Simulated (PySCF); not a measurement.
## I⁴⁷⁺ (iodine, charge +47): UHF calculation

Configuration: [He] 2s2 2p2, high-spin 3P determinant. Computed with PySCF 2.14 in an even-tempered Gaussian basis (19 s from 23 bohr⁻², ratio 2.2; 12 p from 29 bohr⁻², ratio 2.2; 6 d from 110 bohr⁻², ratio 2.4; 5 f from 170 bohr⁻², ratio 2.4; 4 g from 250 bohr⁻², ratio 2.4), with scalar relativity by spin-free X2C-1e.

```
Total energy                                                  : -4198.231488 hartree
One-electron energy                                           : -4375.0381 hartree
Hartree (Coulomb) energy                                      : 238.9696 hartree
Exchange energy                                               : -62.1630 hartree
⟨S²⟩                                                          : 2.0000
⟨L²⟩                                                          : 2.000
Sum of ⟨r⟩                                                    : 0.4686 bohr
Sum of ⟨r²⟩                                                   : 0.05366 bohr²
Traceless quadrupole moment −½Σ⟨3z² − r²⟩ along its main axis : 0.00450 e·bohr²
```

```json
{"shell": "1s α", "electrons": "1", "mean orbital energy (eV)": "-37541.6", "rms radius, mean of both spins (bohr)": "0.0310"}
{"shell": "1s β", "electrons": "1", "mean orbital energy (eV)": "-37496.7", "rms radius, mean of both spins (bohr)": "0.0310"}
{"shell": "2s α", "electrons": "1", "mean orbital energy (eV)": "-8823.5", "rms radius, mean of both spins (bohr)": "0.121"}
{"shell": "2s β", "electrons": "1", "mean orbital energy (eV)": "-8736.3", "rms radius, mean of both spins (bohr)": "0.121"}
{"shell": "2p α", "electrons": "2", "mean orbital energy (eV)": "-8415.2", "rms radius, mean of both spins (bohr)": "0.106"}
```

Spin-orbit coupling is strong in this species (close to jj coupling), so the high-spin LS determinant is a model state, not a physical level.

Densities and radii are taken from the X2C orbitals without a picture-change correction, which distorts them close to the nucleus.

Spin-orbit constants ζ (cm⁻¹) from the X2C one-electron operator on these orbitals: bare nucleus, nucleus screened by l(l+1)(2l+1)/3 electrons, and screened by the Breit-Pauli mean field of the electrons.

| shell | bare | screened nucleus | mean field |
| --- | --- | --- | --- |
| 2p | 1775000 | 1708000 | 1690000 |

To first order the Landé constant is A = 845200 cm⁻¹, so the lowest level has J = 0 and lies 210 eV below the centre of the term. This holds in LS coupling only, and this species is close to jj coupling.
